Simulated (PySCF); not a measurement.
Cartesian coordinates (Å):
```xyz
3

Zn     0.0000     0.0000     0.0000
Cl    -1.2096    -0.4812     1.6516
Cl     1.2096     0.4812    -1.6516
```
Charge 0, multiplicity 1.

**Question.** Predict the HOMO–LUMO gap, total energy, charge on the central atom (meta-Löwdin), HOMO and dipole moment from TPSSh-D3(BJ)/def2-TZVP // PBE-D3(BJ)/def2-SVP run with PySCF.

**Answer.** 
The HOMO–LUMO gap comes out as 6.23 eV and the total energy is -73469.60 eV. The charge on the central atom (meta-Löwdin) is 1.23 e and the HOMO is -8.39 eV. The dipole moment is 0.00 D.
